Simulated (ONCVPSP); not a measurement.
**P (Z = 15): excitation energies, all-electron against ONCV**

* Element: P
* Generator: ONCVPSP 4.0.1
* Type: optimised norm-conserving Vanderbilt (ONCV)
* Functional: PBE
* Relativity: scalar-relativistic
* Frozen core: [Ne]
* Valence charge: 5
* Reference configuration: 3s2 3p3
* Partial waves: 3s: rc 1.60 bohr, ncon 3, nbas 6, qcut 4.7 1/bohr, 2 projectors, debl 1 Ha; 3p: rc 1.95 bohr, ncon 4, nbas 8, qcut 4.2 1/bohr, 3 projectors, debl 0.9 Ha; d scattering state at 0.15 Ha: rc 1.70 bohr, ncon 4, nbas 7, qcut 6.3 1/bohr, 2 projectors, debl 0.9 Ha
* Local potential: polynomial inside 1.35 bohr (lpopt 5, dvloc0 0 Ha)
* Core correction: Teter function fitted to the true core (icmod 2), fcfact 0.55

Energies are relative to the spin-unpolarised reference configuration 3s2 3p3; without spin polarisation the order of configurations can differ from experiment.

```json
{"valence configuration": "3s2 3p0", "charge": "+3", "ΔE all-electron (eV)": "58.616", "error AE − PS (meV)": "+44"}
{"valence configuration": "3s2 3p2.5", "charge": "+0.5", "ΔE all-electron (eV)": "3.775", "error AE − PS (meV)": "-0.1"}
```

**Question.** What are ΔE and the potential's error for 3s2 3p1?

**Answer.** ΔE = 28.877 eV all-electron; the error (AE − PS) is +8.4 meV.

**Question.** What are ΔE and the potential's error for 3s2 3p2?

**Answer.** ΔE = 9.730 eV all-electron; the error (AE − PS) is +0.3 meV.
